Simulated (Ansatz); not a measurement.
`[OH][Nb]([OH])([OH])([OH])[Cl]` + HCl → `[OH][Nb]([OH])([OH])([Cl])[Cl]` + H₂O  (ligand exchange at the Nb–O bond)

Program: Ansatz. Geometries: PBE0-D4/def2-TZVP. ΔE: electronic, gas phase. CCSD(T)/CBS is the MP2 limit (def2-TZVPP, def2-QZVPP) plus CCSD(T) − MP2 in def2-TZVPP, frozen cores. This one scheme is used for every species. DFT in def2-TZVPP. B3LYP here is the variant with VWN-RPA as its local correlation; programs differ in this. def2 core potentials past Kr. For Nb outer-core shells are correlated without core-valence functions, which leaves a few kJ/mol of doubt a bond. Each species was taken in one conformer, which may not be the lowest.

`[OH][Nb]([OH])([OH])([OH])[Cl]`:

Cartesian coordinates in Å:
```
O 0.576 -1.761 0.319
Nb -0.004 0.015 0.048
O 1.400 0.801 1.024
O -1.570 -0.161 1.078
O -0.537 1.615 -0.799
Cl 0.180 -0.687 -2.256
H 0.802 -2.458 -0.300
H 1.550 1.750 1.027
H -1.761 -0.956 1.584
H -0.638 1.842 -1.725
```

HCl:

Cartesian coordinates in Å:
```
Cl 0.056 -0.586 -0.249
H -0.056 0.586 0.249
```

`[OH][Nb]([OH])([OH])([Cl])[Cl]`:

Cartesian coordinates in Å:
```
O -0.801 -0.672 -1.491
Nb -0.024 -0.191 0.150
O -0.886 1.201 1.051
O 1.235 0.912 -0.687
Cl 1.807 -1.269 1.125
Cl -1.363 -1.818 1.206
H -1.507 -1.322 -1.544
H -0.635 2.128 1.018
H 2.175 1.030 -0.828
```

H₂O:

```xyz
3

O     0.101   -0.212    0.310
H    -0.724    0.256    0.166
H     0.624   -0.044   -0.476
```

```json
{"level": "BLYP-D4", "ΔE (kJ/mol)": "-3.3", "difference from CCSD(T)/CBS": "6.0"}
{"level": "B97M-V", "ΔE (kJ/mol)": "-7.5", "difference from CCSD(T)/CBS": "1.8"}
{"level": "r2SCANh-D4", "ΔE (kJ/mol)": "-7.3", "difference from CCSD(T)/CBS": "2.0"}
{"level": "r2SCAN0-D4", "ΔE (kJ/mol)": "-9.1", "difference from CCSD(T)/CBS": "0.2"}
{"level": "BHLYP-D4", "ΔE (kJ/mol)": "-8.9", "difference from CCSD(T)/CBS": "0.4"}
{"level": "ωB97M-V", "ΔE (kJ/mol)": "-4.3", "difference from CCSD(T)/CBS": "5.0"}
{"level": "r2SCAN", "ΔE (kJ/mol)": "-5.7", "difference from CCSD(T)/CBS": "3.6"}
{"level": "B3LYP", "ΔE (kJ/mol)": "-2.6", "difference from CCSD(T)/CBS": "6.7"}
{"level": "r2SCANh", "ΔE (kJ/mol)": "-6.9", "difference from CCSD(T)/CBS": "2.4"}
{"level": "LC-ωPBE", "ΔE (kJ/mol)": "1.1", "difference from CCSD(T)/CBS": "10.4"}
{"level": "MP2/def2-SVP", "ΔE (kJ/mol)": "2.1", "difference from CCSD(T)/CBS": "11.4"}
{"level": "CCSD/def2-SVP", "ΔE (kJ/mol)": "6.3", "difference from CCSD(T)/CBS": "15.6"}
{"level": "CCSD(T)/def2-SVP", "ΔE (kJ/mol)": "5.5", "difference from CCSD(T)/CBS": "14.8"}
{"level": "SCS-MP2/def2-QZVPP", "ΔE (kJ/mol)": "-10.1", "difference from CCSD(T)/CBS": "-0.8"}
{"level": "MP2/CBS(def2)", "ΔE (kJ/mol)": "-16.7", "difference from CCSD(T)/CBS": "-7.4"}
{"level": "CCSD/CBS(def2)", "ΔE (kJ/mol)": "-8.0", "difference from CCSD(T)/CBS": "1.3"}
{"level": "CCSD(T)/CBS", "ΔE (kJ/mol)": "-9.3", "difference from CCSD(T)/CBS": "0"}
```

What do rigid-rotor, harmonic-oscillator terms from PBE0-D4/def2-TZVP frequencies (298.15 K, 1 bar) make of the CCSD(T)/CBS value? (An estimate is asked.)

Ansatz gave: ΔZPE = +3.5 kJ/mol, ΔH = -3.5 kJ/mol, ΔS = 22 J/(mol·K), ΔG = -10.0 kJ/mol.

Largest T1 diagnostic among the species: 0.021, so the coupled-cluster value is less sure than usual.

The D4 term adds −3.1 kJ/mol with B3LYP and −1.7 kJ/mol with PBE0; it sums over pairs of atoms, weighted by their polarisabilities, and B3LYP, whose exchange is more repulsive, gets the larger term. At CCSD(T), def2-SVP lies +14.8 kJ/mol from the extrapolated value and def2-TZVPP +5.6 kJ/mol. From BLYP to BHLYP (50 % exact exchange), in def2-TZVPP and without D4, ΔE moves by −5.1 kJ/mol.

CCSD(T)/CBS has its own doubt, a few kJ/mol and more with outer-core shells, so smaller differences from it don't rank the levels.
